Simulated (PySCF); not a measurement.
## The electron affinity along the 4d series

Calculated with PySCF 2.14 from differences of total energies of unrestricted determinants, without spin-orbit coupling. Values in eV. The last column holds reference values (measured affinities from photodetachment; the arrow runs from anion to atom). Unmarked ones compare directly (S terms, centres of terms, or small fine structure); those marked * lie between the lowest fine-structure levels and include a spin-orbit shift.

```csv
element,configurations,UHF,MP2 (valence),SCS-MP2 (valence),CCSD (valence),CCSD(T) (valence),MP2 (valence and next inner shell),reference
"Zr (def2-TZVPPD with the def2 core potential (28 electrons), ECP)",[Kr] 4d3 5s2 → [Kr] 4d2 5s2,-0.563,-0.115,-0.394,0.024,0.107,0.013,0.433 *
"Nb (def2-TZVPPD with the def2 core potential (28 electrons), ECP)",[Kr] 4d4 5s2 → [Kr] 4d4 5s1,-0.701,0.216,0.421,0.442,0.575,0.311,0.917 *
"Mo (def2-TZVPPD with the def2 core potential (28 electrons), ECP)",[Kr] 4d5 5s2 → [Kr] 4d5 5s1,-0.826,0.075,0.286,0.274,0.392,0.146,0.747
"Ru (def2-TZVPPD with the def2 core potential (28 electrons), ECP)",[Kr] 4d7 5s2 → [Kr] 4d7 5s1,-0.558,0.419,0.551,0.524,0.642,0.497,1.046 *
"Rh (def2-TZVPPD with the def2 core potential (28 electrons), ECP)",[Kr] 4d8 5s2 → [Kr] 4d8 5s1,-0.357,0.618,0.706,0.694,0.811,0.688,1.143 *
"Pd (def2-TZVPPD with the def2 core potential (28 electrons), ECP)",[Kr] 4d10 5s1 → [Kr] 4d10,-0.761,-0.075,-0.183,-0.128,-0.039,0.007,0.562
"Ag (def2-TZVPPD with the def2 core potential (28 electrons), ECP)",[Kr] 4d10 5s2 → [Kr] 4d10 5s1,-0.141,0.851,0.858,0.880,0.985,0.906,1.304
```

Q: Fill in the row of Tc (def2-TZVPPD with the def2 core potential (28 electrons), ECP) ([Kr] 4d6 5s2 → [Kr] 4d5 5s2).

A: UHF -1.440; MP2 (valence) -0.227; SCS-MP2 (valence) 0.002; CCSD (valence) -0.234; CCSD(T) (valence) -0.122; MP2 (valence and next inner shell) -0.299 (eV).

The highest occupied level of the anion is positive for Zr⁻ at UHF; Nb⁻ at UHF; Mo⁻ at UHF; Tc⁻ at UHF; Ru⁻ at UHF; Rh⁻ at UHF; Pd⁻ at UHF, so there the basis helps to hold the electron.

"Valence" correlates the outer s and p shells and, in groups 3 to 12 and the f block, the outer d or f shell, open or full, or the next shell where the ion has no valence electron left; the wider scheme adds the next inner shell.
